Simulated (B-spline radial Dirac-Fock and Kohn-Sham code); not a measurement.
Isotope-shift constants of the inner levels of Pb⁴⁺

System: lead as Pb⁴⁺ in the configuration 1s2 2s2 2p6 3s2 3p6 3d10 4s2 4p6 4d10 4f14 5s2 5p6 5d10.

Input file task.json (cfg lists n, l and occupation; rrms is the nuclear radius in fm):

```json
{"items": [{
  "Z": 82,
  "q": 4,
  "cfg": [[1, 0, 2], [2, 0, 2], [2, 1, 6], [3, 0, 2], [3, 1, 6], [3, 2, 10], [4, 0, 2], [4, 1, 6], [4, 2, 10], [4, 3, 14], [5, 0, 2], [5, 1, 6], [5, 2, 10]],
  "A": 208,
  "rrms": 5.5012,
  "do": "isoshift",
  "isotopes": [[182, 181.992673537, 5.3788], [183, 182.991862527, 5.3869], [184, 183.988135634, 5.393], [185, 184.98761, 5.3984], [186, 185.984239409, 5.4027], [187, 186.983910842, 5.4079], [188, 187.980879079, 5.4139], [189, 188.980843658, 5.4177], [190, 189.978081872, 5.4222], [191, 190.978216455, 5.4229], [192, 191.975789598, 5.43], [193, 192.976135914, 5.431], [194, 193.974011788, 5.4372], [195, 194.974516167, 5.4389], [196, 195.972787552, 5.4444], [197, 196.973434737, 5.4446], [198, 197.97201545, 5.4524], [199, 198.97291262, 5.4529], [200, 199.971818546, 5.4611], [201, 200.972870431, 5.4629], [202, 201.972151613, 5.4705], [203, 202.973390617, 5.4727], [204, 203.973043506, 5.4803], [205, 204.974481682, 5.4828], [206, 205.97446521, 5.4902], [207, 206.975896821, 5.4943], [208, 207.976652005, 5.5012], [209, 208.981089978, 5.51], [210, 209.984188381, 5.5208], [211, 210.988735288, 5.529], [212, 211.991895891, 5.5396], [214, 213.999803521, 5.5577]]
}]}
```

Run with: `python xray2_run.py task.json out`

The computed values come from a radial finite-basis atomic code: first-order field-shift and mass-shift constants from Dirac-Fock ground and hole states with a Fermi nucleus; the mass shift has no relativistic recoil terms. A binding energy shifts by δE = F·δ⟨r²⟩ + (K_N + K_S)·δ(1/M); F is taken for a change of radius at fixed skin thickness and so holds the higher radial moments.

```
     level  F (meV/fm²)
    K (1s)        -1690
   L1 (2s)       -258.4
L2 (2p1/2)       -8.562
L3 (2p3/2)        9.739
   M1 (3s)       -59.63
M2 (3p1/2)       -2.164
M3 (3p3/2)        2.728
M4 (3d3/2)        2.543
M5 (3d5/2)        2.388
```

The mass shift is not given and not included below: at this Z its relativistic corrections are large. It matters little for K lines but can be comparable with the field shift of L lines.

Field shifts alone in meV from A = 208 (mass 207.9767 u, rms radius 5.5012 fm); radii from Angeli and Marinova (2013).

| A | mass (u) | radius (fm) | Kα1 | Kα2 | Kβ1 | Lα1 |
| --- | --- | --- | --- | --- | --- | --- |
| 189 | 188.9808 | 5.4177 | +1549.9 | +1533.2 | +1543.5 | -6.7 |
| 190 | 189.9781 | 5.4222 | +1466.9 | +1451.1 | +1460.9 | -6.3 |
| 195 | 194.9745 | 5.4389 | +1158.6 | +1146.1 | +1153.8 | -5.0 |
| 196 | 195.9728 | 5.4444 | +1056.9 | +1045.5 | +1052.5 | -4.6 |
| 198 | 197.9720 | 5.4524 | ? | ? | ? | ? |
| 201 | 200.9729 | 5.4629 | +713.8 | +706.1 | +710.9 | -3.1 |
| 204 | 203.9730 | 5.4803 | +390.2 | +386.0 | +388.5 | -1.7 |
| 205 | 204.9745 | 5.4828 | +343.6 | +339.9 | +342.1 | -1.5 |
| 210 | 209.9842 | 5.5208 | -367.2 | -363.3 | -365.7 | +1.6 |
| 214 | 213.9998 | 5.5577 | -1062.2 | -1050.7 | -1057.8 | +4.6 |

Question: What are the shifts for A = 198?

Answer: Kα1 +908.7 meV; Kα2 +898.9 meV; Kβ1 +904.9 meV; Lα1 -3.9 meV.
